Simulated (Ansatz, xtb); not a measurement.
Relative energy of two conformers of CH7ClGeSi

We compare a, `[CH3][GeH2][SiH2]Cl`, a singlet, with b, `[CH3][GeH2][SiH2]Cl`, a singlet. Both are isolated molecules in the gas phase, relaxed with PBE0-D3(BJ)/pcseg-1.

a (Å):

```xyz
11

C     0.6657    1.1968    1.3756
Cl   -2.5214    1.7295   -1.0844
Ge    0.3011   -0.2228    0.0739
Si   -2.0126   -0.2059   -0.4919
H     0.1104    1.0170    2.3022
H     1.7356    1.2322    1.6079
H     0.3610    2.1656    0.9656
H     1.1268   -0.0040   -1.2065
H     0.6618   -1.6030    0.6585
H    -2.3492   -1.1183   -1.6212
H    -2.8746   -0.5416    0.6778
```

b (Å):

```xyz
11

C    -0.4685   -1.4054    2.3508
Cl   -1.9676    1.9209   -1.5655
Ge   -0.7989    0.3490    1.5312
Si   -1.6176    0.0646   -0.6880
H     0.2763   -1.9646    1.7745
H    -1.3935   -1.9905    2.3923
H    -0.0928   -1.2761    3.3717
H     0.5039    1.1667    1.4812
H    -1.8407    1.1313    2.3504
H    -2.9072   -0.6842   -0.7065
H    -0.6347   -0.6540   -1.5491
```

Task: Which of the two would you expect CCSD(T)/def2-SVP + ΔMP2/def2-TZVPP electronic energies to favour?

Result: Too close to call at this level: CCSD(T)/def2-SVP + ΔMP2/def2-TZVPP gives E(b) − E(a) = +0.020 eV.

How the difference moves with the method:

| level | geometry | E(b) − E(a) (eV) | departure from the last row (eV) | job, with rough time for the two |
| --- | --- | --- | --- | --- |
| PBE0-D3(BJ)/pcseg-1 | PBE0-D3(BJ)/pcseg-1 | +0.020 | 0.000 | optimisation, 71 s |
| HF/def2-SVP | PBE0-D3(BJ)/pcseg-1 | +0.022 | +0.002 | part of the CCSD(T) run |
| MP2/def2-SVP | PBE0-D3(BJ)/pcseg-1 | +0.030 | +0.010 | part of the CCSD(T) run |
| CCSD(T)/def2-SVP | PBE0-D3(BJ)/pcseg-1 | +0.029 | +0.009 | single point |
| CCSD(T)/def2-SVP + ΔMP2/def2-TZVPP | PBE0-D3(BJ)/pcseg-1 | +0.020 |  | single point, 41 s |

The largest departure from CCSD(T)/def2-SVP + ΔMP2/def2-TZVPP is that of MP2/def2-SVP, 0.010 eV. Levels run at GFN2-xTB geometries aren't shown. The last row adds to CCSD(T) the change of the MP2 difference between the two basis sets, here −0.009 eV.

With harmonic frequencies from PBE0-D3(BJ)/pcseg-1 (ideal gas, rigid rotor, one conformer each, 298.15 K, 1 atm): on the last row, ΔE + ΔZPE = +0.019 eV. A mode under 50 cm⁻¹ makes harmonic enthalpies and free energies unreliable, so none is given.

The correlated steps freeze 20 core orbitals; the filled d shell of Ge is correlated, in a basis made for valence electrons. Run with Ansatz 0.2.0; the last row on 2 threads of Intel(R) Xeon(R) Platinum 8259CL CPU @ 2.50GHz (Skylake/Cascade Lake) on a shared host.
